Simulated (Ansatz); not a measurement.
Geometry optimisation, Ansatz, RKS PBE0/def2-SVP.

Input:

```yaml
crystal:
  periodic: [false, false, false]
  atoms:
    - { symbol: Sn, position_ang: [-0.033333, 0.0, -0.797419] }
    - { symbol: Cl, position_ang: [1.966014, 0.0, 2.202989] }
    - { symbol: H, position_ang: [2.349193, 0.0, 0.925878] }
    - { symbol: H, position_ang: [-1.244637, 1.270731, -0.531524] }
    - { symbol: H, position_ang: [-1.244637, -1.270731, -0.531524] }
basis:
  gaussian: { orbitals: def2-SVP }
hamiltonian:
  xc: pbe0
relax:
  f_tol: 0.03
  max_steps: 50
output:
  orbitals: {}
```

Command:

```bash
$ ansatz run input.yaml --threads 1 --pin off --max-ram 2048MiB --backend cpu --events-out ev --progress --plain --runs-dir out
```

Question: Where does it end, and by what steps?

Answer: The forces met the threshold. After 8 steps the energy has fallen by 0.208 eV; Cl2 moved furthest, 0.85 Å.

| step | energy less start (eV) | largest force component (eV/Å) | accepted |
| --- | --- | --- | --- |
| 0 | 0.0000 | 1.186 | yes |
| 1 | -0.0378 | 0.940 | yes |
| 2 | -0.0313 | 1.291 | no |
| 3 | -0.0641 | 0.714 | yes |
| 4 | -0.0954 | 0.654 | yes |
| 5 | -0.1331 | 0.605 | yes |
| 6 | -0.1944 | 0.232 | yes |
| 7 | -0.2074 | 0.054 | yes |
| 8 | -0.2080 | 0.008 | yes |

```xyz
5
Properties=species:S:1:pos:R:3
Sn -0.041 0.000 -0.978
Cl 1.365 0.000 1.602
H 2.566 0.000 1.133
H -1.049 1.269 -0.244
H -1.049 -1.269 -0.244
```

Whether the end is a true minimum wasn't checked by a vibrational analysis.

The run took 30 s on 1 thread of Arm Neoverse N1 (shared host), peak memory 0.12 GiB.
